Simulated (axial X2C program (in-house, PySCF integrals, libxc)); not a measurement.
# Levels of HfS⁻ by electron attachment to HfS (EOM-EA-CCSD)

Calculated with an in-house all-electron X2C program for linear molecules (integrals from PySCF): two-component X2C with atomic mean-field Coulomb and Gaunt terms, Gaussian nuclei, basis Hf dyall-acv3z, S dyall-av3z with contracted cores.

R = 1.979 Å (0.920 times 2.151 Å, the PBE0 minimum at charge 0 for the lowest determinant).

Levels of HfS⁻ obtained by attaching an electron to HfS:

```csv
Ω,binding energy (eV),above lowest (cm⁻¹),attached spinor,one-particle weight
1/2,0.400,0,"52% Hf pπ, 23% Hf dπ, 8% Hf pσ",0.93
3/2,0.232,1349,"65% Hf pπ, 24% Hf dπ, 8% S pπ",0.93
1/2,0.130,2175,"42% Hf pσ, 20% Hf dσ, 15% Hf sσ",0.96
3/2,-0.191,4764,89% Hf dδ,0.88
5/2,-0.352,6064,92% Hf dδ,0.88
1/2,-0.415,6567,"50% Hf pσ, 44% Hf pπ",0.99
1/2,-0.461,6939,"49% Hf pπ, 41% Hf pσ",0.99
3/2,-0.472,7027,92% Hf pπ,0.98
1/2,-0.540,7577,"75% Hf sσ, 9% Hf dσ, 8% Hf pσ",0.98
```

Problem. What is the splitting of the first π pair in the table, and is it regular or inverted?

Solution. E(3/2) − E(1/2) = 1349 − 0 = 1349 cm⁻¹ at EOM-EA-CCSD: regular, Ω = 1/2 lower. Splittings at this level can be off by ten to twenty per cent.

Negative binding energies belong to unbound states, resonances or levels that the basis set holds; within some tenths of an eV of zero the sign is not settled.

This point took 28 s on 1 thread of Arm Neoverse V2, on a shared host.

Reference electrons by ω block (each with its −ω partner): 1/2: 27, 3/2: 12, 5/2: 4, 7/2: 1. 18 electrons of HfS correlated (inner shells frozen), 84 natural virtual spinors (a truncated set); levels can be off by some tenths of an eV. Roots sought by Ω: (1/2: 5, 3/2: 4, 5/2: 2, 7/2: 1); the list ends where they run out and leaves out roots under 60 % one-particle weight. The solver can skip a root, and states that need a further excitation, which the method places far too high, are missing though they may lie low or lowest. T1 of the reference 0.020 (Lee–Taylor). Number of frozen shells: Hf 4 s, 3 p, 2 d, 1 f; S 2 s, 1 p.
